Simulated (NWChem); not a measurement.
CH$_{5}$ClOSi; SMILES CO[SiH2]Cl

```xyz
9

Si     0.8786    -0.0783     0.0443
Cl    -0.4937    -1.6281    -0.0421
O      0.1884     1.3292    -0.4625
C     -0.9115     1.9657     0.1348
H      1.9918    -0.3649    -0.8887
H      1.3230     0.0161     1.4634
H     -0.7096     2.2332     1.1879
H     -1.1229     2.8916    -0.4198
H     -1.8127     1.3291     0.1051
```
Atoms are numbered in this order, from 1.

All runs: NWChem. Geometry optimised at PBE0/def2-SVP; all other runs use it. 

```csv
quantity,level,value
solvation free energy (kcal/mol) in water,"PBE0/def2-SVP, SMD",0.0
−ε(HOMO) (eV),PBE/def2-SVP,___
"vertical, lowest excitation, singlet (eV)","PBE/def2-SVPD, TDA",6.67
"isotropic polarisability (bohr³), static",PBE/def2-SVPD,___
dipole (D),PBE0/def2-SVP,1.50
highest harmonic frequency (cm⁻¹),PBE0/def2-SVP,___
```

Some entries are withheld; supply them.


- −ε(HOMO) (eV), value: 6.89
- isotropic polarisability (bohr³), static, value: 59.3
- highest harmonic frequency (cm⁻¹), value: 3153
